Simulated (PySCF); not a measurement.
PySCF input:

```python
from pyscf import gto, scf, dft

mol = gto.M(
    atom='''
    C    -0.59117901    0.04682750    0.01488081
    F     0.63603258   -0.05038036   -0.01600984
    H    -1.16567067   -0.88634511    0.02648339
    H    -1.01154853    1.05880341    0.02832029
    ''',
    basis='def2-tzvpd',
    charge=1,
    spin=0,
    verbose=4,
)

mf = dft.RKS(mol, xc='bp86').density_fit(auxbasis='def2-universal-jkfit')
mf.grids.level = 3
mf.conv_tol = 1e-9
mf.max_cycle = 100
mf.max_memory = 1500
mf.kernel()
if not mf.converged:
    mf = mf.newton()
    mf.kernel(mf.make_rdm1())
mf.analyze()
```

**Question.** Predict the final energy.

**Answer.** -138.79658 Eh (BP86/def2-TZVPD).
